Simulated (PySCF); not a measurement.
# Ionising SeI

PBE; Se cc-pVDZ-PP with ECP10, I cc-pVDZ-PP with ECP28; scalar-relativistic core potentials (PySCF 2.14). Neutral (UKS): doublet (π ↑), Re = 2.492 Å, ωe = 262 cm⁻¹, De = 2.48 eV, HOMO -5.25 eV, LUMO -5.23 eV.

SeI⁺ (UKS): triplet (π ↑↑), Re = 2.406 Å, ωe = 300 cm⁻¹, De = 3.58 eV to Se⁺ + I. The energies at the minima are -668.85460 hartree for SeI and -668.54417 for SeI⁺.

(1) Work out the adiabatic ionisation energy, without and with harmonic zero-point energies (1 hartree = 27.2114 eV, 1 eV = 8065.5 cm⁻¹), and the change of the bond length.

Spin–orbit coupling is left out, which matters for elements this heavy, above all for dissociation energies. For an ion De counts to the pair picked by the measured ionisation energies or electron affinities, which need not be the lowest pair at this level. States were picked by a PBE0 search and need not be the measured ground states.

Answers

(1) At PBE: 0.31043 hartree = 8.447 eV between the minima; the zero-point term (300.0 − 262.0)/2 cm⁻¹ = +0.002 eV makes it 8.450 eV. Re changes by -8.6 pm against the neutral. The electron leaves a π orbital, and the shorter bond of the ion fits an antibonding orbital, or a change in how ionic the bond is.
